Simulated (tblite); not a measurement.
Compound: C5H9ClOSi2.
Geometry (GFN2-xTB, Å), atoms numbered from 1 in this order:
```xyz
18
C5H9ClOSi2 angstrom
Si     0.9048    2.1893   -0.7794
C     -0.1892    0.6969   -0.4127
C     -1.5199    0.8288   -0.2252
C     -2.4206   -0.2364    0.1299
C     -2.0271   -1.4787    0.4368
O     -0.7613   -1.9098    0.4084
Si     0.4788   -1.0424   -0.2494
C      1.9513   -1.2023    0.9502
Cl     3.3788   -0.5183    0.1384
H      0.0328    3.3411   -1.0314
H      1.7264    1.9027   -1.9544
H      1.7513    2.4649    0.3835
H     -1.9801    1.8060   -0.3223
H     -3.4713   -0.0026    0.2004
H     -2.7236   -2.2430    0.7588
H      0.8366   -1.7011   -1.5113
H      2.1937   -2.2352    1.1864
H      1.8297   -0.6536    1.8816
```

Method: GFN2-xTB as coded in tblite; computed harmonic values from a numerical Hessian at the method's own geometry, unscaled. The method is semi-empirical: single wavenumbers can be off by several per cent or more. Modes of hydrogen on silicon can be 10 to 20 % off. One conformer, not necessarily the lowest.

Harmonic wavenumbers (cm⁻¹): 39.7, 48.5, 95.7, 101.7, 135.1, 169.6, 200.3, 218.3, 303.5, 337.1, 422.4, 506.4, 516.8, 548.4, 570.6, 605.3, 680.2, 684.9, 735.4, 744.9, 767.5, 770.5, 775.7, 784.1, 788.9, 822.7, 877.1, 894.0, 1005.5, 1030.5, 1084.1, 1126.8, 1185.3, 1248.6, 1310.0, 1353.7, 1430.4, 1543.9, 1646.4, 2232.2, 2233.8, 2251.7, 2273.3, 2993.6, 3004.1, 3019.1, 3038.2, 3098.4.

A = 1357, B = 787.3, C = 520.0 MHz; mass 175.988 u (most abundant isotopes); point group C1, symmetry number 1.

**Question.** What is the zero-point energy?

**Answer.** Half the sum of the wavenumbers: 26127 cm⁻¹ = 74.70 kcal/mol.

**Question.** Give the ideal-gas entropy at 298.15 K and 1 bar in the rigid-rotor, harmonic-oscillator model (classical rotation).

**Answer.** Translation 41.43, rotation 30.74, vibration 36.04: S = 108.2 cal/(mol K).

**Question.** And Cp and H(298.15 K) − H(0)?

**Answer.** Cp = 44.14 cal/(mol K), of which vibrations give 36.19 (their classical limit is 48 R = 95.4); H(298.15 K) − H(0) = 7.90 kcal/mol without the zero-point energy, 5.53 from vibrations.

**Question.** Which modes carry the vibrational entropy at 298.15 K?

**Answer.** 39.7 cm⁻¹: 5.27; 48.5 cm⁻¹: 4.88; 95.7 cm⁻¹: 3.54; 101.7 cm⁻¹: 3.42; 135.1 cm⁻¹: 2.87; 169.6 cm⁻¹: 2.44 cal/(mol K); the other 42 give 13.62 together.

**Question.** How do the functions run with temperature in this model?

**Answer.** 
| T (K) | S (cal/(mol K)) | Cp (cal/(mol K)) | H − H(0) (kcal/mol) | G − H(0) (kcal/mol) | ln q(vib) |
| --- | --- | --- | --- | --- | --- |
| 50 | 62.6 | 14.9 | 0.55 | -2.58 | 0.82 |
| 100 | 75.0 | 21.2 | 1.46 | -6.04 | 2.45 |
| 373.15 | 119.0 | 51.8 | 11.50 | -32.89 | 11.14 |
| 500 | 135.6 | 62.0 | 18.75 | -49.06 | 14.99 |
| 750 | 163.5 | 75.1 | 36.03 | -86.56 | 22.08 |
| 1000 | 186.3 | 83.2 | 55.90 | -130.37 | 28.45 |

q(vib) and H(0) count from the zero-point level.

**Question.** Blend soft modes into free rotors: weight 1/[1 + (100 cm⁻¹/ν̃)⁴] for the oscillator and the rest for a rotor with moment μB/(μ + B), μ = h/(8π²ν), B = 10⁻⁴⁴ kg m². What vibrational entropy results?

**Answer.** 32.64 cal/(mol K) in place of 36.04, which changes −T·S at 298.15 K by +1.01 kcal/mol.

**Question.** What must be added to the electronic energy to get the Gibbs energy at 298.15 K and 1 bar?

**Answer.** ZPE + [H(298.15 K) − H(0)] − T·S = 74.70 + 7.90 − 32.26 = 50.34 kcal/mol.

Hindered rotation and anharmonicity are outside this model. Other conformers, if any are populated, would add a mixing term that is left out. The structure is chiral; the term R ln 2 for an equal mix with its mirror image is left out.
